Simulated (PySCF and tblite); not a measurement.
The numbers below are computed, except where a source is named.
Molecule: tetrahydrofuran-3-carboxylic acid, C5H8O3, numbered as in [O:1]=[C:2]([OH:3])[C@@H:4]1[CH2:5][CH2:6][O:7][CH2:8]1; H are named by their carrier, a and b as at the first point (Å):

```
O1       1.697   -1.562    0.514
C2       1.560   -0.375    0.405
O3       2.583    0.448    0.146
C4       0.261    0.389    0.525
C5      -0.940   -0.520    0.816
C6      -1.697   -0.512   -0.517
O7      -1.459    0.765   -1.068
C8      -0.106    1.059   -0.829
H3       3.409   -0.054    0.056
H4       0.399    1.149    1.297
H5a     -0.619   -1.521    1.097
H5b     -1.557   -0.101    1.609
H6a     -1.304   -1.292   -1.184
H6b     -2.775   -0.633   -0.414
H8a      0.523    0.648   -1.633
H8b      0.007    2.143   -0.813
```

The ring 4–5–6–7–8 is held at Altona–Sundaralingam phase angles P (ν_j = ν_max cos(P + 144°(j − 2)), ν_j about the bond from ring atom j to j + 1, counted from 0) and the rest relaxed at GFN2-xTB. Energies: BP86/pcSseg-1 + D3(BJ). Couplings: B3LYP/6-31G* with H pcJ-1, gas phase, for ¹H. (tblite 0.8, PySCF 2.14.)

Question: How do the most sensitive couplings change along the phase angle P?

Answer: 
| phase angle P ° | ³J(H5a,H6b) | ³J(H5b,H6a) | ³J(H4,H5a) | ³J(H4,H8a) | ³J(H5b,H6b) | ³J(H5a,H6a) | ³J(H4,H8b) |
| --- | --- | --- | --- | --- | --- | --- | --- |
| 0 | 0.3 | 10.9 | 1.6 | 7.2 | 8.6 | 6.8 | 11.6 |
| 72 | 9.1 | 2.0 | 11.4 | 10.2 | 9.2 | 12.3 | 7.5 |
| 144 | 12.2 | 0.0 | 11.5 | 7.9 | 4.7 | 8.0 | 12.0 |
| 216 | 7.6 | 2.7 | 1.9 | 0.6 | 10.7 | 11.1 | 8.0 |
| 288 | 0.4 | 11.3 | 0.2 | 0.7 | 9.9 | 6.9 | 8.1 |
Values in Hz.

Question: Set ³J(H5a,H6b) against its H–C–C–H torsion.

Answer: 91°: 0.3 Hz, 92°: 0.4 Hz, 134°: 7.6 Hz, 139°: 9.1 Hz, 164°: 12.2 Hz.

Question: With the energies 0.00, 0.54, 0.80, 0.12, 0.62 kcal/mol at these points, what are the Boltzmann averages at 298 K?

Answer: ³J(H5a,H6b) 4.7, ³J(H5b,H6a) 6.4, ³J(H4,H5a) 3.8, ³J(H4,H8a) 5.0, ³J(H5b,H6b) 9.1, ³J(H5a,H6a) 8.9, ³J(H4,H8b) 9.6 Hz, over these points alone; points not sampled, such as mirror images that interchange a and b, would even out couplings that symmetry makes equal.
